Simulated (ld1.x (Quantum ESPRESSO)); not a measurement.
# Which change was made? (F, ultrasoft)

ld1.x (Quantum ESPRESSO) 7.5 input, shortened:

```
&input
   title='F', zed=9., rel=1, dft='PBE', iswitch=3,
   config='[He] 2s1 2p6 3d-2'
 /
 &inputp
   pseudotype=3, tm=.true., lloc=-1, rcloc=0.70,
   nlcc=.true.,
   which_augfun='PSQ', rmatch_augfun=0.65
 /
6
2S  1  0   1.00   0.00  0.70  0.75  0.0
2S  1  0   0.00   2.90  0.70  0.75  0.0
2P  2  1   6.00   0.00  1.00  1.35  0.0
2P  2  1   0.00  -0.50  1.00  1.35  0.0
3D  3  2  -2.00   0.25  0.95  1.25  0.0
3D  3  2  -2.00   1.75  0.95  1.25  0.0
 &test
   configts(1)='2s1 2p6'
 /
```

Cutoffs, loose and tight: the cutoffs (Ry, on a coarse ladder) from which the occupation-weighted sum of valence levels, in a spherical-Bessel basis at the reference potential, stays within 10 and 1 mRy of its value at 400 Ry. They do not see the model core or the augmentation charge, which bear on the density cutoff. Test errors are all-electron minus pseudo excitation energies from the reference, over the configurations 2s2 2p5; 2s2 2p4; 2s2 2p3; 2s2 2p2; 2s1 2p5; 2s2 2p5.3; 2s2 2p1; variants that change the core or the reference have their own tests.

The base gives: outcome: generated, overlap not positive; bound ghosts: not determined (overlap not positive); largest test error (meV): -99.

(1) After one change the result is: outcome: generated, overlap not positive; bound ghosts: not determined (overlap not positive); largest test error (meV): +78. Which change was it?
A. all radii but the core radius scaled by about 1.19 (s 0.90, p 1.60, d 1.48 bohr, rcut 0.84/1.18/1.12); local potential all-electron potential smoothed inside 0.84 bohr (lloc = -1); augmentation PSQ, radius 0.78 bohr
B. all radii but the core radius scaled by about 0.89 (s 0.66, p 1.20, d 1.12 bohr, rcut 0.62/0.90/0.84); local potential all-electron potential smoothed inside 0.62 bohr (lloc = -1); augmentation PSQ, radius 0.58 bohr
C. all radii but the core radius scaled by about 0.75 (s 0.56, p 1.02, d 0.94 bohr, rcut 0.54/0.76/0.72); local potential all-electron potential smoothed inside 0.54 bohr (lloc = -1); augmentation PSQ, radius 0.50 bohr

Results:

(1) C. The others give: all radii but the core radius scaled by about 1.19 (s 0.90, p 1.60, d 1.48 bohr, rcut 0.84/1.18/1.12); local potential all-electron potential smoothed inside 0.84 bohr (lloc = -1); augmentation PSQ, radius 0.78 bohr → outcome: generated, overlap not positive; bound ghosts: not determined (overlap not positive); largest test error (meV): -300 | all radii but the core radius scaled by about 0.89 (s 0.66, p 1.20, d 1.12 bohr, rcut 0.62/0.90/0.84); local potential all-electron potential smoothed inside 0.62 bohr (lloc = -1); augmentation PSQ, radius 0.58 bohr → outcome: generated, overlap not positive; bound ghosts: not determined (overlap not positive); largest test error (meV): +13. A file whose overlap is not positive is unfit for use, and its test errors describe a broken file.
